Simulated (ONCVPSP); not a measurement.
# Bi, ONCV: configuration errors across variants

* Element: bismuth
* Generator: ONCVPSP 4.0.1
* Type: optimised norm-conserving Vanderbilt (ONCV)
* Functional: PBE
* Relativity: fully relativistic
* Frozen core: [Xe]
* Valence charge: 29
* Reference configuration: 4f14 5d10 6s2 6p3
* Partial waves: 6s: rc 1.65 bohr, ncon 4, nbas 8, qcut 3.2 1/bohr, 2 projectors, debl 2.1 Ha; 6p: rc 1.90 bohr, ncon 4, nbas 8, qcut 4.1 1/bohr, 1 projector; 5d: rc 1.40 bohr, ncon 3, nbas 8, qcut 13.3 1/bohr, 2 projectors, debl 1.1 Ha; 4f: rc 0.85 bohr, ncon 3, nbas 7, qcut 21.4 1/bohr, local
* Local potential: the f channel
* Core correction: Teter function fitted to the true core (icmod 2), fcfact 0.55

Open shells are filled in proportion to 2j + 1.

All-electron excitation energies from the reference (eV): (1) 4f14 5d10 6s2 6p2 8.060; (2) 4f14 5d10 6s2 6p1 23.485; (3) 4f14 5d10 6s2 6p0 47.047; (4) 4f13 5d10 6s2 6p3 165.916.

4 further variants failed, have other tests or another functional or relativity, and are left out.

A true bound ghost makes a file unfit for plane-wave use even where its test errors are small: the radial tests pick states by their node count and pass the ghost by.

The file “base” misses its own reference levels by 3.2 eV. The file “f: rc 1.24” misses its own reference levels by 3.2 eV. The file “core correction Teter function fitted to the true core (icmod 2), fcfact 1.26” misses its own reference levels by 3.2 eV. The file “f: qcut 16.5” misses its own reference levels by 3.2 eV.

Errors AE − PS in meV (a dash: test not solved or not reliable):

```csv
change,(1),(2),(3),(4),bound ghosts,GHOST(+) flags above zero
base,+1.8,+5.6,+1.6,-1322,"s, p3/2, p1/2","d5/2, d3/2"
f: rc 1.24,+0.9,+2.5,+0.6,+890,"s, p3/2, p1/2","d5/2, d3/2"
"core correction Teter function fitted to the true core (icmod 2), fcfact 1.26",+2.0,+7.1,+8.2,-1404,"s, p3/2, p1/2","d5/2, d3/2"
f: qcut 16.5,+1.4,+4.1,+1.3,-465,"s, p3/2, d5/2, p1/2","d5/2, d3/2"
```

Give the same row for: s: nproj 1.

+2.2, +8.3, +12, -1265; bound ghosts: s, p3/2, p1/2; GHOST(+) flags above zero: d5/2, d3/2.
